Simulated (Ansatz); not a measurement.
Cost and result for the atomization energy of `C[NH+](C)[InH3-]` (14 atoms, 13 bonds).

```xyz
14

C     1.137   -0.090    1.001
N     0.391    0.238   -0.211
C    -0.388    1.466   -0.068
In   -0.998   -1.573   -0.865
H     1.733   -0.987    0.831
H     1.793    0.730    1.315
H     0.429   -0.299    1.806
H     1.043    0.349   -0.979
H    -1.150    1.314    0.697
H    -0.890    1.692   -1.009
H     0.238    2.318    0.224
H    -1.632   -0.838   -2.307
H    -1.971   -1.561    0.576
H     0.264   -2.759   -1.010
```

The species carries charge 0 and has multiplicity 1. Correlated methods include outer-core shells of In, which these sets cover unevenly. In takes the def2 core potential. All single points use the PBE0-D4/def2-TZVP geometry. Program: Ansatz. All runs use 4 threads of an Arm Neoverse V1 on a shared host. Times are those of one run each, without the atoms' runs, and a repeat can differ threefold. Electronic energies, without spin–orbit coupling; frozen cores. CCSD(T)/CBS adds CCSD(T) − MP2 in def2-TZVPP to the MP2 limit, and its time is that of the two runs behind it. T1 = 0.012. With those shells the extrapolation isn't a true limit.

CCSD(T)/CBS is a level of theory with its own doubt, some kJ/mol a heavy atom from the limit and from the frozen cores, so smaller differences don't rank the functionals.

```json
{"level": "BLYP-D4/def2-TZVPP", "functions": "283", "wall time": "2.9 s", "atomization (kJ/mol)": "4442.9", "difference from CCSD(T)/CBS": "-44.0", "per bond": "-3.4"}
{"level": "PBE-D4/def2-TZVPP (with forces)", "functions": "283", "wall time": "3.4 s", "atomization (kJ/mol)": "4502.2", "difference from CCSD(T)/CBS": "15.3", "per bond": "1.2"}
{"level": "PBE0-D4/def2-TZVPP", "functions": "283", "wall time": "3.8 s", "atomization (kJ/mol)": "4457.8", "difference from CCSD(T)/CBS": "-29.1", "per bond": "-2.2"}
{"level": "r2SCAN-D4/def2-TZVPP (with forces)", "functions": "283", "wall time": "6.5 s", "atomization (kJ/mol)": "4460.3", "difference from CCSD(T)/CBS": "-26.6", "per bond": "-2.0"}
{"level": "r2SCANh-D4/def2-TZVPP", "functions": "283", "wall time": "6.5 s", "atomization (kJ/mol)": "4444.2", "difference from CCSD(T)/CBS": "-42.7", "per bond": "-3.3"}
{"level": "PBE-QIDH/def2-TZVPP", "functions": "283", "wall time": "8 s", "atomization (kJ/mol)": "4426.8", "difference from CCSD(T)/CBS": "-60.1", "per bond": "-4.6"}
{"level": "ωB97X-V/def2-TZVPP", "functions": "283", "wall time": "11 s", "atomization (kJ/mol)": "4496.4", "difference from CCSD(T)/CBS": "9.5", "per bond": "0.7"}
{"level": "CCSD(T)/def2-SVP", "functions": "118", "wall time": "12 s", "atomization (kJ/mol)": "4264.4", "difference from CCSD(T)/CBS": "-222.5", "per bond": "-17.1"}
{"level": "B97M-V/def2-TZVPP", "functions": "283", "wall time": "13 s", "atomization (kJ/mol)": "4494.2", "difference from CCSD(T)/CBS": "7.3", "per bond": "0.6"}
{"level": "ωB97M-V/def2-TZVPP (with forces)", "functions": "283", "wall time": "16 s", "atomization (kJ/mol)": "4492.0", "difference from CCSD(T)/CBS": "5.1", "per bond": "0.4"}
{"level": "MP2/def2-QZVPP", "functions": "553", "wall time": "36 s", "atomization (kJ/mol)": "4420.4", "difference from CCSD(T)/CBS": "-66.5", "per bond": "-5.1"}
{"level": "CCSD(T)/def2-TZVPP", "functions": "283", "wall time": "6.4 min", "atomization (kJ/mol)": "4384.1", "difference from CCSD(T)/CBS": "-102.8", "per bond": "-7.9"}
{"level": "CCSD(T)/CBS(def2)", "functions": "–", "wall time": "7 min", "atomization (kJ/mol)": "4486.9", "difference from CCSD(T)/CBS": "0.0", "per bond": "0.0"}
```

From PBE to PBE0 (25 % exact exchange), in def2-TZVPP and without D4, the atomization energy moves by −40.2 kJ/mol: exact exchange takes away binding that semilocal exchange gives to molecules. In def2-TZVPP, CCSD(T) changes the Hartree–Fock value by +1123.7 kJ/mol (the triples alone add +49.2 kJ/mol) and MP2 by +1099.3 kJ/mol; breaking electron pairs costs correlation energy, which Hartree–Fock lacks. Leaving LDA and LC-ωPBE aside and taking each functional with its dispersion term where it has one, the values, not all of them listed here, spread over 120.9 kJ/mol, from BHLYP-D4 to CAM-B3LYP-D4. LDA lies +590.8 kJ/mol from PBE without D4, its usual overbinding.

Spin–orbit coupling would lower the free In atoms strongly, and the atomization energy with them, by more than many differences here.
